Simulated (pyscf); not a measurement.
PySCF, gas phase, ωB97X-D3(BJ)/def2-SVP geometries. Singlets are restricted, triplets unrestricted.

Singlet (Å):
```xyz
17

C     -1.1417    -0.8980     2.2621
C     -2.1719     0.0991     1.7576
O     -2.5719    -0.2059     0.4282
Si    -1.8296     0.1536    -1.0080
O     -0.4920     0.9943    -0.4322
C      0.5191     1.5337    -1.2649
C      1.8304     0.7952    -1.0573
H     -1.5314    -1.9254     2.1902
H     -0.2205    -0.8256     1.6639
H     -0.8878    -0.6940     3.3148
H     -1.7599     1.1212     1.7985
H     -3.0795     0.0690     2.3826
H      0.6350     2.6018    -1.0138
H      0.2166     1.4818    -2.3296
H      1.7237    -0.2652    -1.3367
H      2.1340     0.8426     0.0000
H      2.6304     1.2378    -1.6719
```

Triplet (Å):
```xyz
17

C     -1.9019    -0.2198     3.1730
C     -1.4560    -0.6485     1.7864
O     -0.2861     0.0509     1.3738
Si    -0.2963     1.6053     0.7389
O     -0.4103     1.7758    -0.9242
C      0.7048     1.6214    -1.7987
C      1.1378     0.1681    -1.8923
H     -1.0853    -0.3589     3.8981
H     -2.1879     0.8449     3.1713
H     -2.7712    -0.8101     3.5041
H     -2.2693    -0.5008     1.0526
H     -1.1917    -1.7189     1.7794
H      1.5437     2.2542    -1.4566
H      0.3836     1.9998    -2.7828
H      0.3071    -0.4571    -2.2548
H      1.4407    -0.2094    -0.9020
H      1.9883     0.0577    -2.5838
```

**Question.** For these two minima of `[CH3][CH2][O][Si][O][CH2][CH3]`, which spin state lies lower at ωB97X-D3(BJ)/def2-TZVP, and by how much (electronic energies)?

**Answer.** The singlet, by 2.89 eV. Zero-point energy shifts E(triplet) − E(singlet) by -0.02 eV. The 7 functionals that were run give +2.44 (r²SCAN) to +3.13 eV (ωB97M-D3(BJ)/def2-TZVP). Other isomers of H₃C–CH₂–O–Si:–O–CH₂–CH₃ [singlet] were not searched in full and may lie lower. 

E(triplet) − E(singlet) by level (eV):

```json
[
 {"level": "ωB97X-D3(BJ)/def2-TZVP", "gap": "+2.89"},
 {"level": "PBE/def2-TZVP", "gap": "+2.60"},
 {"level": "r²SCAN/def2-TZVP", "gap": "+2.44"},
 {"level": "B3LYP-D3(BJ)/def2-TZVP", "gap": "+2.80"},
 {"level": "PBE0-D3(BJ)/def2-TZVP", "gap": "+2.59"},
 {"level": "M06-2X/def2-TZVP", "gap": "+2.69"},
 {"level": "ωB97M-D3(BJ)/def2-TZVP", "gap": "+3.13"},
 {"level": "HF/def2-TZVP", "gap": "+2.03"}
]
```

The triplet is the lowest one reached from the SCF start used.
